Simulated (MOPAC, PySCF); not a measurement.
QAO (DiKTa) `O=c1c2ccccc2n2c3ccccc3c(=O)c3cccc1c32`, neutral singlet in the gas phase. 

Cartesian coordinates (Å):
```xyz
34

O      2.2963     3.3179    -0.1639
C      1.6119     2.3249     0.0062
C      2.1738     1.0247     0.4192
C      3.5040     0.9789     0.8577
C      4.0348    -0.1787     1.3984
C      3.2086    -1.2997     1.5387
C      1.8948    -1.2801     1.0952
C      1.3686    -0.1292     0.4829
N      0.0455    -0.0865     0.0048
C     -0.6483    -1.2409    -0.4040
C      0.0275    -2.3761    -0.8843
C     -0.6817    -3.5068    -1.2612
C     -2.0787    -3.5420    -1.1834
C     -2.7539    -2.4056    -0.7753
C     -2.0568    -1.2472    -0.4065
C     -2.8255    -0.0165    -0.1396
O     -4.0382    -0.0047    -0.0275
C     -2.0083     1.2100    -0.1305
C     -2.6429     2.4530    -0.1875
C     -1.9111     3.6349    -0.2097
C     -0.5232     3.5690    -0.1600
C      0.1404     2.3430    -0.0747
C     -0.6005     1.1422    -0.0660
H      4.0820     1.9017     0.7726
H      5.0704    -0.2086     1.7424
H      3.5906    -2.2039     2.0185
H      1.2631    -2.1547     1.2455
H      1.1120    -2.3629    -0.9850
H     -0.1330    -4.3728    -1.6387
H     -2.6261    -4.4409    -1.4736
H     -3.8445    -2.3535    -0.7463
H     -3.7350     2.4459    -0.2151
H     -2.4184     4.5998    -0.2654
H      0.1016     4.4649    -0.1836
```
Charge 0, multiplicity 1.

All levels are single points at this geometry (PBE0-D3(BJ)/def2-SVP); Pople sets use spherical d functions. Orbital energies aren't observables, and empty levels follow the basis.

CAM-B3LYP-D3(BJ)/def2-SVP in PySCF gives dipole (D) = 3.69.

### Question
Estimate the dipole (D) from each of these levels: B3LYP-D3(BJ)/def2-SVP in PySCF; PBE-D3(BJ)/def2-SVP in PySCF; M06-2X/6-31G* in PySCF; PBE/6-31G* in PySCF; SVWN5/6-31G* in PySCF; HF/6-31G* in PySCF; HF/STO-3G in PySCF; PM6 in MOPAC.

### Answer

| level | dipole (D) |
|---|---|
| B3LYP-D3(BJ)/def2-SVP in PySCF | 3.70 |
| PBE-D3(BJ)/def2-SVP in PySCF | 3.60 |
| M06-2X/6-31G* in PySCF | 3.71 |
| PBE/6-31G* in PySCF | 3.64 |
| SVWN5/6-31G* in PySCF | 3.73 |
| HF/6-31G* in PySCF | 4.03 |
| HF/STO-3G in PySCF | 2.45 |
| PM6 in MOPAC | 4.05 |
